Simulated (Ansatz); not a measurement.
C2H7NO2Si (SMILES C=C[Si](N)(O)O), singlet, geometry from GFN2-xTB; SC-NEVPT2/STO-3G, CASSCF(6,6) (Ansatz, a quantum-chemistry and plane-wave program).

The Ansatz input:
Ansatz 0.2 input:
```yaml
crystal:
  periodic: [false, false, false]
  atoms:
    - {symbol: C, position_ang: [1.94560300, 0.64114705, 1.38862673]}
    - {symbol: C, position_ang: [1.45337247, -0.19707967, 0.49176087]}
    - {symbol: Si, position_ang: [-0.29103373, -0.12795149, -0.22188279]}
    - {symbol: N, position_ang: [-1.28787722, 0.67329383, 0.93730031]}
    - {symbol: O, position_ang: [-0.81455440, -1.62758698, -0.59557474]}
    - {symbol: O, position_ang: [-0.35500907, 0.69440943, -1.63789036]}
    - {symbol: H, position_ang: [1.35117034, 1.44575851, 1.78959181]}
    - {symbol: H, position_ang: [2.95467806, 0.56500731, 1.76623322]}
    - {symbol: H, position_ang: [2.09842456, -0.98942558, 0.12982886]}
    - {symbol: H, position_ang: [-2.24565271, 0.85118936, 0.67715916]}
    - {symbol: H, position_ang: [-1.26018228, 0.33088787, 1.88300949]}
    - {symbol: H, position_ang: [-0.69077529, -1.94945809, -1.48421156]}
    - {symbol: H, position_ang: [-0.15539505, 1.62532099, -1.63095867]}
basis:
  gaussian:
    orbitals: STO-3G
magnetization: {spin_polarized: false}
correlation: {method: sc_nevpt2, electrons: all, active_space: {window: {electrons: 6, orbitals: 6}}}
```

What the program printed (banner, timings and long lists left out):

```
Functional definition: HF
541 factors; integrals over basis functions are off by at most 3.2e-5 eV
mean field evaluation 1: about -15396.6037 eV, gradient 2.9e1 eV
mean field evaluation 2: about -15396.7552 eV, gradient 2.9e1 eV
mean field evaluation 4: about -15399.6315 eV, gradient 1.5e0 eV
mean field evaluation 8: about -15399.6397 eV, gradient 2.4e-2 eV
mean field -15399.63969863 eV, -565.9263206741 hartree, gradient 1.2e-6 eV, S^2 0.000000; 0 other end points of the search recorded, 0 dependent functions left out; unrestricted orbitals would lower it
reference -15399.63969863 eV, -565.9263206741 hartree; 28, 28 occupied and 13, 13 virtual orbitals, 541 factors
state -15402.01000777 eV, -566.0134279281 hartree
state -15402.01000777 eV, -566.0134279281 hartree; corrected -15407.16739285 eV, -566.2029583340 hartree
state -15401.97367325 eV, -566.0120926593 hartree
state -15401.97367325 eV, -566.0120926593 hartree; corrected -15407.10549014 eV, -566.2006834514 hartree
state -15402.01000777 eV, -566.0134279281 hartree; corrected -15407.16739285 eV, -566.2029583340 hartree
2 active orbitals were swapped for others, from the solution at -15401.97361248 eV, -566.0120904260 hartree to that at -15402.00995573 eV, -566.0134260156 hartree; typed "places" are swapped only where nearly empty or full, and so, without "given_window_search", are "orbital_numbers", "shells" and a window whose orbitals a file names under [Active]
Total energy: -15407.16739285 eV, -566.2029583340 hartree
```
